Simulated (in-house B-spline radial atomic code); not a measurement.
Ba. Computed with a B-spline radial atomic code. Model: non-relativistic spherical atom: semilocal Troullier-Martins pseudo-atom, one channel per l, against all electrons, high spin, G0W0 and RPA with empty states to l = 8, local potential for every l without a channel, a model core (radius 0 = none) keeps its share of the functional.

Without relativity these are model numbers for so heavy an element.

What the tables leave out is listed at the end.

The pseudopotential gives back the lowest level of each angular momentum of its own functional in the configuration it was made in; a second state of the same l is only approximately right. Exact exchange, RPA and GW see the smooth pseudo-orbitals and miss the exchange with the core, for which the functional's share stands in. The column with an uncorrelated core keeps all orbitals and exact exchange, and so separates missing core correlation from pseudisation. Only the three outermost levels and the lowest empty one were computed. RPA here is direct RPA, with no exchange kernel, and its energies carry an (l + 1/2)⁻⁴ tail. A hybrid on a potential with a model core restores only its own semilocal share of the core's exchange.

Command:
```bash
python run_psgw.py task.json out
```
Settings (lengths in bohr, energies in hartree):
```
Z                      56
electrons              56
configuration          [Xe] 6s2
generated_in           [Xe] 6s2
functional             pbe,pbe
core_shells            10
radius_factor          1.3
core_correction        True
ion_configuration      [Xe] 6s1
```

Time taken, with all properties: 74 s on 1 thread of Arm Neoverse N1, on a shared host.

Given: made with PBE; model core radius 1.321 bohr; local radius 2.365 bohr; mean-field start PBE0.

Valence shells of the generating configuration: 5p, 6s.

Channel: s 3.4, p 2.182, d 3.093 (radii in bohr).

Computed: largest level miss in the spin-unpolarised generating configuration 0.001 eV; valence RPA correlation energy all-electron orbitals -0.30882 hartree; valence RPA correlation energy pseudo -0.40149 hartree; all-electron RPA polarisability, core included 172.38 bohr³; pseudo-atom RPA polarisability 160.03 bohr³; ionisation by mean-field pseudo minus all 0.098 eV; ionisation by RPA all-electron 5.2939 eV.

| level | occupied | mean-field all-electron (eV) | mean-field pseudo minus all (eV) | G0W0 all-electron (eV) | G0W0 uncorrelated core minus all (eV) | G0W0 pseudo minus all (eV) | exchange self-energy all-electron (eV) | exchange self-energy pseudo (eV) |
| --- | --- | --- | --- | --- | --- | --- | --- | --- |
| 6s | 1 | -3.5884 | -0.075 | -5.2094 | 0.057 | -0.229 | -6.0041 | -6.1607 |
| 5d (empty) | 0 | -1.7333 | 0.113 | -0.59825 | 0.129 | 0.153 | -4.4583 | -2.9055 |

(1) What is the ionisation by RPA pseudo minus all?

(2) What is the ionisation by mean-field all-electron?

Results:

(1) 0.2 eV.

(2) 4.9632 eV.

Among the listed levels the largest G0W0 shift of the pseudo-atom is -0.23 eV, for 6s on the PBE0 start, while leaving the core uncorrelated moves that level by +0.06 eV. So pseudisation and the lost core exchange, not the missing core correlation, make the error. Not in the tables (levels of low weight, unsolved or above zero; the highest and the empty levels are kept at any weight): the PBE start was refused, since an empty level lay at or below an occupied one; on PBE0 the G0W0 levels 5p (pseudo minus all +1.83 eV, weights 0.55 and 0.30); no Hartree-Fock pseudo-atom is run with a model core.
